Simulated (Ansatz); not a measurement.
One geometry of As₅⁺, several levels of theory.

```yaml
crystal:
  periodic: [false, false, false]
  atoms:
    - {symbol: As, position_ang: [-1.257656, 1.340405, -1.207133]}
    - {symbol: As, position_ang: [0.730263, 0.788100, 0.386371]}
    - {symbol: As, position_ang: [1.461120, -1.244751, -1.074176]}
    - {symbol: As, position_ang: [0.894642, -1.737590, 1.013598]}
    - {symbol: As, position_ang: [-1.828368, 0.853836, 0.881350]}
basis:
  gaussian: {orbitals: def2-SVP, initial_orbitals: start.molden}
total_charge: 1
correlation: {method: ccsd_t}
scf: {omitted_lower_state_checks: [starts]}
output: {orbitals: {seedname: orbitals}}
```

The file start.molden holds the orbitals of an earlier run on this structure, at another level or in another basis.

```sh
$ ansatz run in.yaml --threads 4 --pin off --events-out ev --progress --plain --max-ram 4787MiB
```

Output, abridged:

```
Functional definition: HF
1577 factors; integrals over basis functions are off by at most 5.8e-4 eV
mean field evaluation 1: about -303933.2805 eV, gradient 2.5e1 eV
mean field evaluation 2: about -303934.3736 eV, gradient 9.6e-1 eV
mean field evaluation 4: about -303934.4391 eV, gradient 3.6e-1 eV
mean field evaluation 8: about -303934.4395 eV, gradient 7.3e-6 eV
mean field -303934.43945432 eV, -11169.3846357840 hartree, gradient 7.3e-6 eV, S^2 0.000000; 0 other end points of the search recorded, 0 dependent functions left out; unrestricted orbitals would lower it
45 core orbitals not correlated: weight in the atoms' cores, before any rotation towards them, 1.000 or more for the frozen orbitals, at most 0.000 for the correlated occupied ones
reference -303934.43945432 eV, -11169.3846357840 hartree; 37, 37 occupied and 78, 78 virtual orbitals, 1577 factors
second order -31.47523177 eV of doubles, -0.00000000 eV of singles
cycle   1  -29.28160357 eV  change     2.2e0 eV  update   1.8e-1
cycle   2  -30.41366354 eV  change    -1.1e0 eV  update   6.3e-2
cycle   3  -30.61792407 eV  change   -2.0e-1 eV  update   2.7e-2
cycle   4  -30.58926894 eV  change    2.9e-2 eV  update   7.9e-3
cycle   5  -30.60102136 eV  change   -1.2e-2 eV  update   3.6e-3
cycle   6  -30.60280201 eV  change   -1.8e-3 eV  update   8.7e-4
cycle   7  -30.60160920 eV  change    1.2e-3 eV  update   4.1e-4
cycle   8  -30.60179577 eV  change   -1.9e-4 eV  update   1.7e-4
cycle   9  -30.60182567 eV  change   -3.0e-5 eV  update   6.4e-5
perturbative correction -1.49570436 eV, -0.0549661215 hartree
Total energy: -303966.53698436 eV, -11170.5641982564 hartree
Checks for a lower state left out: starts
```

Run time 55 s (4 threads of Arm Neoverse V2 on a shared host), peak host memory 1.3 GiB.

The first input with `gaussian: {orbitals: def2-TZVP, initial_orbitals: start.molden}`, `hamiltonian: {xc: {name: BLYP}, dispersion: d4}` and without the key `correlation` (abridged; 4 s):

```
Functional definition: BLYP
mean field -304208.68261806 eV, -11179.4628861627 hartree, gradient 2.3e-5 eV, S^2 0.000000
Total energy: -304209.47378993 eV, -11179.4919611926 hartree
Checks for a lower state left out: starts
```

First input, but with `gaussian: {orbitals: def2-TZVP, initial_orbitals: start.molden}`, `hamiltonian: {xc: pbe, dispersion: d4}`, `output: {forces: true, orbitals: {seedname: orbitals}}` and without the key `correlation` (abridged; 4.6 s):

```
Functional definition: PBE
mean field -304156.37300306 eV, -11177.5405432681 hartree, gradient 1.8e-5 eV, S^2 0.000000
Total energy: -304156.75574180 eV, -11177.5546086575 hartree
Atom 0 force     0.017693    -0.037102     0.122738 eV/Å
Atom 1 force    -0.067942    -0.075840    -0.036920 eV/Å
Atom 2 force    -0.044009     0.023827     0.116311 eV/Å
Atom 3 force     0.014434     0.075236    -0.100455 eV/Å
Atom 4 force     0.079824     0.013879    -0.101674 eV/Å
Dipole moment:    -0.085468    -0.092307    -0.044952 e Å
Checks for a lower state left out: starts
```

First input, but with `gaussian: {orbitals: def2-TZVP, initial_orbitals: start.molden}`, `hamiltonian: {xc: pbe0, dispersion: d4}` and without the key `correlation` (abridged; 12 s):

```
Functional definition: PBE0
mean field -304164.29962409 eV, -11177.8318412181 hartree, gradient 3.7e-5 eV, S^2 0.000000
Total energy: -304164.63137401 eV, -11177.8440328028 hartree
Checks for a lower state left out: starts
```

The first input with `gaussian: {orbitals: def2-TZVP, initial_orbitals: start.molden}`, `hamiltonian: {xc: lda}` and without the key `correlation` (abridged; 2.1 s):

```
Functional definition: SPW92
mean field -303755.39663605 eV, -11162.8049335720 hartree, gradient 2.4e-5 eV, S^2 0.000000
Total energy: -303755.39666703 eV, -11162.8049347104 hartree
Checks for a lower state left out: starts
```

As the first input, with `gaussian: {orbitals: def2-TZVP, initial_orbitals: start.molden}`, `hamiltonian: {xc: r2scan, dispersion: d4}` and without the key `correlation` (abridged; 9 s):

```
Functional definition: r2SCAN
mean field -304200.07482607 eV, -11179.1465556416 hartree, gradient 1.6e-5 eV, S^2 0.000000
Total energy: -304200.15026117 eV, -11179.1493278302 hartree
Checks for a lower state left out: starts
```

Geometry: PBE-D4/def2-SVP.

Correlated methods freeze 45 core orbitals; core or outer-core shells of As are correlated, in sets that lack core-valence functions. At CCSD(T)/def2-SVP the restricted singlet (for correlated methods, its reference) is unstable: a solution with broken spin symmetry lies lower. The restricted singlet is unstable towards broken spin symmetry in Hartree–Fock (as tested in another run); at BLYP-D4/def2-TZVP, PBE-D4/def2-TZVP, PBE0-D4/def2-TZVP, LDA (SPW92)/def2-TZVP and others this wasn't settled. Another isomer (singlet) lies 1.70 eV lower at PBE0-D4/def2-TZVP; other spin states weren't run for this one.
